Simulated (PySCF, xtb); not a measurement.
C₃H₉NSi, SMILES NC/C=C/[SiH3].

xtb with GFN2-xTB at its own geometry gives an orbital gap of 3.73 eV and a dipole moment of 0.96 D.

Coordinates come from a B3LYP-D3(BJ)/def2-SVP optimisation. The structure was generated by enumeration; whether it is a known compound was not checked. One conformer was computed; it need not be the lowest.

### Question
What does PBE0/def2-TZVP run with PySCF give? (Estimate from the structure and the level; the computed values follow.)

### Answer
gap 6.59 eV (levels -7.04 and -0.44 eV), dipole 0.53 D.
